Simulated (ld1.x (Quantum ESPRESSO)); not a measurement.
Transferability test, PAW potential for silver (Ag)

Ag (Z = 47), PAW, made with ld1.x (Quantum ESPRESSO) 7.5 (PBEsol, fully relativistic). Core [Ar] 3d10, reference 4s2 4p6 4d9 5s0 5p0 (charge +2). Waves: 4s (bound): rcut 1.50, rcutus 1.65 bohr; 5s (bound, empty): rcut 1.50, rcutus 1.65 bohr; 4p (bound): rcut 1.30, rcutus 1.60 bohr; 5p (bound, empty): rcut 1.30, rcutus 1.60 bohr; 4d (bound): rcut 1.40, rcutus 1.55 bohr; 4d channel at -0.3 Ry: rcut 1.40, rcutus 1.55 bohr. Local part: all-electron potential smoothed inside 1.30 bohr (lloc = -2). Core correction: Bessel-smoothed model core inside 0.75 bohr. Augmentation charge: BESSEL, radius 1.35 bohr.

Open shells are filled in proportion to 2j + 1 (rel_dist='average').

Energies are relative to the spin-unpolarised reference configuration 4s2 4p6 4d9 5s0 5p0; without spin polarisation the order of configurations can differ from experiment.

**Question.** Give the all-electron excitation energy and the error of the potential for: 4s2 4p6 4d10 5s1 5p0; 4s2 4p6 4d10 5s0 5p0; 4s2 4p6 4d8 5s0 5p0; 4s2 4p6 4d9 5s2 5p0; 4s2 4p6 4d9 5s1 5p1; 4s2 4p5 4d10 5s1 5p0; 4s2 4p6 4d9 5s1 5p0.

**Answer.**

```
valence configuration  charge  ΔE all-electron (eV)  error AE − PS (meV)
 4s2 4p6 4d10 5s1 5p0       0               -29.862                 +5.9
 4s2 4p6 4d10 5s0 5p0      +1               -22.115                  0.0
  4s2 4p6 4d8 5s0 5p0      +3                36.179                 -0.8
  4s2 4p6 4d9 5s2 5p0       0               -25.810                  +31
  4s2 4p6 4d9 5s1 5p1       0               -21.260                 +7.8
 4s2 4p5 4d10 5s1 5p0      +1                35.457                 +1.4
  4s2 4p6 4d9 5s1 5p0      +1               -16.695                 +9.4
```

Levels in the configuration 4s2 4p6 4d9 5s2 5p0:

```tsv
level	all-electron (eV)	pseudo (eV)
4s j=1/2	-99.038	-99.082
4p j=1/2	-66.012	-66.008
4p j=3/2	-60.848	-60.839
4d j=3/2	-11.069	-11.048
4d j=5/2	-10.471	-10.449
5s j=1/2	-5.593	-5.614
```

The ghost test of this file was not conclusive.
